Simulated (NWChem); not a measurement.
A series in which one site is exchanged, each optimised at PBE0/def2-SVP with NWChem, gas phase unless a solvent is named. This build's default masses of Se (78.918 u) and Br (79.917 u) are each other's, which moves their modes by up to 0.6 %.

A: [OH][GeH3] (GeH$_{4}$O; site = O)
B: [GeH3][SH] (GeH₄S; site = S)
C: [GeH3][SeH] (GeH4Se; site = Se)
D: [ZnH][GeH3] (ZnGeH4; site = Zn)

Rank them by static polarisability, CAM-B3LYP/def2-SVPD (bohr³), lowest first.

A (37.1), B (55.1), C (62.8), D (64.2)
